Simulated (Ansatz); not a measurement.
`O[SiH](O)F` → `[OH]`• + `O[SiH]F`•  (homolysis of the O–Si bond)

Calculated with Ansatz (gas phase, PBE0-D4/def2-TZVP geometries, no zero-point term in ΔE). CCSD(T)/CBS is the MP2 limit (def2-TZVPP, def2-QZVPP) plus CCSD(T) − MP2 in def2-TZVPP, frozen cores. This one scheme is used for every species. DFT in def2-TZVPP. B3LYP here is the variant with VWN-RPA as its local correlation; programs differ in this. HSE06 is defined as in plane-wave codes. No spin–orbit coupling; open shells (•) take unrestricted orbitals. One conformer a species, not always the lowest.

`O[SiH](O)F`:

Z-matrix (Å, degrees):
```
Si
O 1 1.619
F 1 1.595 2 111.7
O 1 1.630 2 108.7 3 118.8
H 1 1.469 2 107.5 3 -117.0
H 2 0.959 1 118.7 3 -79.5
H 4 0.958 1 118.6 2 -158.0
```

`[OH]`•:

Z-matrix (Å, degrees):
```
O
H 1 0.973
```

`O[SiH]F`•:

Cartesian coordinates in Å:
```
O -0.373 -0.731 0.750
Si 0.376 0.491 -0.038
F -0.443 0.893 -1.357
H -1.247 -0.585 1.118
H 1.687 -0.067 -0.474
```

CCSD(T)/CBS gives +594.6 kJ/mol.

Question: Another level gave +564.3 kJ/mol. Which?
A. B3LYP/def2-TZVPP
B. B97M-V/def2-TZVPP
C. HSE06-D4/def2-TZVPP
D. HF/def2-TZVPP

Answer: C. HSE06-D4 564.3, B97M-V 577.3, B3LYP 556.9, HF/def2-TZVPP 451.2 kJ/mol.

Question: What do rigid-rotor, harmonic-oscillator terms from PBE0-D4/def2-TZVP frequencies (298.15 K, 1 bar) make of the CCSD(T)/CBS value? (Estimate.)

Answer: Computed: ΔZPE = -19.4 kJ/mol, ΔH = +580.3 kJ/mol, ΔS = 159 J/(mol·K), ΔG = +533.0 kJ/mol. Open shells count their whole term as degenerate.

Largest T1 diagnostic among the species: 0.014.

Leaving LDA and LC-ωPBE aside and taking each functional with its dispersion term where it has one, the values, not all of them listed here, spread over 43.2 kJ/mol, from revPBE-D4 to ωB97M-V. LDA lies +89.4 kJ/mol from PBE without D4, its usual overbinding. At CCSD(T), def2-SVP lies −43.7 kJ/mol from the extrapolated value and def2-TZVPP −14.7 kJ/mol: correlation converges slowly with the basis, and small sets miss more of it in the bonded molecule than in its fragments. The D4 term adds +6.8 kJ/mol with B3LYP and +3.5 kJ/mol with PBE0; it sums over pairs of atoms, weighted by their polarisabilities, and B3LYP, whose exchange is more repulsive, gets the larger term.
